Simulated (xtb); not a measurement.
HClSi (SMILES [SiH]Cl), singlet, from a rough starting geometry; GFN2-xTB in xtb 6.7.1.

Input for xtb:
```
$ xtb mol.xyz --gfn 2 --opt vtight --json

# file mol.xyz
3

Si     0.12962183    -0.07576357     0.79673491
H      1.20062211    -0.27946032    -0.26456959
Cl    -1.37727974     0.33062885    -0.49803170
```

Q: Write the output that xtb gives for this input, abridged.

A: 
```
   ID    Z sym.   atoms
    1   14 Si     1
    2    1 H      2
    3   17 Cl     3

           -------------------------------------------------
          |                Calculation Setup                |
           -------------------------------------------------

           -------------------------------------------------
          |                 G F N 2 - x T B                 |
           -------------------------------------------------

          ...................................................
          :                      SETUP                      :
          :.................................................:
          :  # basis functions                  21          :
          :  # atomic orbitals                  19          :
          :  # shells                            7          :
          :  # electrons                        12          :
          :  max. iterations                   250          :
          :  Hamiltonian                  GFN2-xTB          :
          :  restarted?                      false          :
          :  GBSA solvation                  false          :
          :  PC potential                    false          :
          :  electronic temp.          300.0000000     K    :
          :  accuracy                    1.0000000          :
          :  -> integral cutoff          0.2500000E+02      :
          :  -> integral neglect         0.1000000E-07      :
          :  -> SCF convergence          0.1000000E-05 Eh   :
          :  -> wf. convergence          0.1000000E-03 e    :
          :  Broyden damping             0.4000000          :
          :  net charge                          0          :
          :  unpaired electrons                  0          :
          ...................................................

 iter      E             dE          RMSdq      gap      omega  full diag
   1     -6.7762856 -0.677629E+01  0.163E+01    2.17       0.0  T
   2     -6.7839413 -0.765576E-02  0.114E+01    2.19       1.0  T
   3     -6.7815472  0.239414E-02  0.310E+00    2.11       1.0  T
   4     -6.7838867 -0.233952E-02  0.222E+00    2.51       1.0  T
   5     -6.7842153 -0.328578E-03  0.190E+00    2.23       1.0  T
   6     -6.7870382 -0.282288E-02  0.317E-01    2.42       1.0  T
   7     -6.7871146 -0.763808E-04  0.148E-01    2.39       1.0  T
   8     -6.7870637  0.509133E-04  0.324E-01    2.37       1.0  T
   9     -6.7871515 -0.878767E-04  0.357E-02    2.40       1.6  T
  10     -6.7871527 -0.114040E-05  0.180E-02    2.40       3.2  T
  11     -6.7871523  0.361031E-06  0.271E-02    2.40       2.1  T
  12     -6.7871528 -0.491472E-06  0.644E-03    2.40       9.0  T
  13     -6.7871528 -0.275651E-08  0.561E-03    2.40      10.3  T
  14     -6.7871528 -0.231546E-07  0.265E-04    2.40     217.6  T
  15     -6.7871528 -0.451790E-10  0.137E-04    2.40     421.4  T

   *** convergence criteria satisfied after 15 iterations ***

         :::::::::::::::::::::::::::::::::::::::::::::::::::::
         ::                     SUMMARY                     ::
         :::::::::::::::::::::::::::::::::::::::::::::::::::::
         :: total energy              -6.775168169784 Eh    ::
         :: gradient norm              0.018886420084 Eh/a0 ::
         :: HOMO-LUMO gap              2.400381984689 eV    ::
         ::.................................................::
         :: SCC energy                -6.787152822106 Eh    ::
         :: -> isotropic ES            0.009408835582 Eh    ::
         :: -> anisotropic ES         -0.004142738725 Eh    ::
         :: -> anisotropic XC         -0.010033398021 Eh    ::
         :: -> dispersion             -0.001376319356 Eh    ::
         :: repulsion energy           0.011984652322 Eh    ::
         :: add. restraining           0.000000000000 Eh    ::
         :: total charge              -0.000000000000 e     ::
         :::::::::::::::::::::::::::::::::::::::::::::::::::::

[...]
 * total energy  :    -6.7751682 Eh     change       -0.9626078E-11 Eh
 * total energy  :    -6.7751021 Eh     change        0.6607146E-04 Eh
 * total energy  :    -6.7758081 Eh     change       -0.7059688E-03 Eh
 * total energy  :    -6.7758616 Eh     change       -0.5357200E-04 Eh
 * total energy  :    -6.7758635 Eh     change       -0.1884302E-05 Eh
 * total energy  :    -6.7758642 Eh     change       -0.7111129E-06 Eh
 * total energy  :    -6.7758642 Eh     change       -0.3562999E-08 Eh
   *** GEOMETRY OPTIMIZATION CONVERGED AFTER 7 ITERATIONS ***
         :: total energy              -6.775864238099 Eh    ::
[...]
         :: repulsion energy           0.012536747083 Eh    ::
         :: add. restraining           0.000000000000 Eh    ::
         :: total charge              -0.000000000000 e     ::
         :::::::::::::::::::::::::::::::::::::::::::::::::::::

           -------------------------------------------------
          |                Property Printout                |
           -------------------------------------------------

    * Orbital Energies and Occupations

         #    Occupation            Energy/Eh            Energy/eV
      -------------------------------------------------------------
         1        2.0000           -1.0431567             -28.3857
         2        2.0000           -0.6384509             -17.3731
         3        2.0000           -0.4402555             -11.9800
         4        2.0000           -0.4261829             -11.5970
         5        2.0000           -0.4229147             -11.5081
         6        2.0000           -0.3475706              -9.4579 (HOMO)
         7                         -0.2602971              -7.0830 (LUMO)
         8                         -0.1981531              -5.3920
         9                         -0.1296017              -3.5266
        10                         -0.0830559              -2.2601
        11                         -0.0475615              -1.2942
        12                         -0.0211897              -0.5766
        13                          0.0348439               0.9481
        14                          0.0390243               1.0619
        15                          0.0397564               1.0818
        16                          0.0495931               1.3495
        17                          0.0520903               1.4174
       ...                                ...                  ...
        19                          0.6952374              18.9184
      -------------------------------------------------------------
                  HL-Gap            0.0872736 Eh            2.3748 eV
             Fermi-level           -0.3039339 Eh           -8.2705 eV

     #   Z          covCN         q      C6AA      α(0)
     1  14 Si       1.714     0.388   185.226    28.929
     2   1 H        0.912    -0.071     4.646     3.372
     3  17 Cl       0.802    -0.317   109.210    15.986

 Mol. C6AA /au·bohr⁶  :        670.990850
 Mol. C8AA /au·bohr⁸  :      35310.048050
 Mol. α(0) /au        :         48.287459

Wiberg/Mayer (AO) data.
largest (>0.10) Wiberg bond orders for each atom

 ---------------------------------------------------------------------------
     #   Z sym  total        # sym  WBO       # sym  WBO       # sym  WBO
 ---------------------------------------------------------------------------
     1  14 Si   2.082 --     3 Cl   1.118     2 H    0.965
     2   1 H    0.995 --     1 Si   0.965
     3  17 Cl   1.148 --     1 Si   1.118
 ---------------------------------------------------------------------------

Topologies differ in total number of bonds
Writing topology from bond orders to xtbtopo.mol

molecular dipole:
                 x           y           z       tot (Debye)
 q only:        0.791      -0.223       0.911
   full:        0.492      -0.113      -0.029       1.286
molecular quadrupole (traceless):
                xx          xy          yy          xz          yz          zz
 q only:       -2.764       0.904       0.866      -0.841       0.131       1.898
  q+dip:       -0.914       0.505       0.969      -1.223       0.335      -0.055
   full:       -0.703       0.983       3.270      -0.416       0.359      -2.567

optimized geometry written to: xtbopt.xyz

           -------------------------------------------------
          | TOTAL ENERGY               -6.775864238099 Eh   |
          | GRADIENT NORM               0.000021660798 Eh/α |
          | HOMO-LUMO GAP               2.374834690388 eV   |
           -------------------------------------------------

normal termination of xtb
```
